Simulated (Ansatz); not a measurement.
Start from `B[SiH2]O[SiH2]F` and change one atom or group to get `F[SiH2]O[SiH3]`.

Ansatz, PBE0-D4/def2-TZVP geometries, multiplicity 1. Each molecule was computed in one conformer, which needn't be the lowest.

```tsv
property	`B[SiH2]O[SiH2]F`
size of the dipole moment (PBE/def2-TZVPP) / D	1.06
LUMO energy (ωB97M-V/def2-TZVPP) / eV	-0.65
HOMO energy (B3LYP/def2-TZVPP) / eV	-8.05
size of the dipole moment (B3LYP/def2-TZVPP) / D	1.12
HOMO–LUMO gap (PBE/def2-TZVPP) / eV	3.31
HOMO–LUMO gap (B3LYP/def2-TZVPP) / eV	5.22
```

**Question.** Give the same properties after the change, and the shifts. (Best estimate.)

**Answer.** The calculation gave: 
```tsv
property	`F[SiH2]O[SiH3]`	shift
size of the dipole moment (PBE/def2-TZVPP) / D	1.12	0.06
LUMO energy (ωB97M-V/def2-TZVPP) / eV	1.65	2.30
HOMO energy (B3LYP/def2-TZVPP) / eV	-8.81	-0.76
size of the dipole moment (B3LYP/def2-TZVPP) / D	1.21	0.09
HOMO–LUMO gap (PBE/def2-TZVPP) / eV	6.64	3.33
HOMO–LUMO gap (B3LYP/def2-TZVPP) / eV	8.55	3.33
```

With PBE0 the HOMO falls by 0.78 eV and the LUMO rises by 2.57 eV, so the gap widens by about 3.35 eV. PBE moves the HOMO by -0.62 eV and ωB97M-V by -0.86 eV. Dipoles are sizes alone; their direction can turn.

B3LYP here is the variant with VWN-RPA as its local correlation; programs differ in this.
